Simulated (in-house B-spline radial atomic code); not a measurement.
# Neutral argon: [Ne] 3s2 3p6

All numbers are computed (non-relativistic revTPSS, spin-polarised, spherical fractional occupations; point nucleus) with a radial B-spline atomic code at the basis-set limit, not measured.

Z_r = [3n² - l(l+1)]/(2<r>); Z_e = n√(-2ε); the last column is Slater's effective charge. Values are occupation-weighted means over spin.

| shell | electrons | ε (eV) | <r> (bohr) | Z_r | Z_e | Slater |
| --- | --- | --- | --- | --- | --- | --- |
| 1s | 2 | -3117.4 | 0.0861 | 17.42 | 15.14 | 17.70 |
| 2s | 2 | -297.05 | 0.4153 | 14.45 | 9.35 | 13.85 |
| 2p | 6 | -230.22 | 0.3776 | 13.24 | 8.23 | 13.85 |
| 3s | 2 | -24.618 | 1.416 | 9.54 | 4.04 | 6.75 |
| 3p | 6 | -10.407 | 1.662 | 7.52 | 2.62 | 6.75 |

The least bound orbital is 3p at -10.41 eV, and it is also the most diffuse (<r> = 1.662 bohr).
